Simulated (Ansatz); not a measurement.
tungsten atom (W), quintet (typed; the unrestricted solution is spin-contaminated) (core potentials on W).

Here is a job for Ansatz (a first-principles code).
Ansatz 0.2 input:
```yaml
crystal:
  periodic: [false, false, false]
  atoms:
    - {symbol: W, position_ang: [0.00000000, 0.00000000, 0.00000000]}
basis:
  gaussian:
    orbitals: def2-TZVPD
hamiltonian:
  xc: pbe0
magnetization: {spin_polarized: true, initial_magnetization: 4}
```

Q: What does this run give for the number of basis functions, <S^2>, total energy?

A: 
```json
{
  "number_of_basis_functions": "43",
  "<S^2>": "6.391",
  "total_energy": "-1820.7139 eV"
}
```
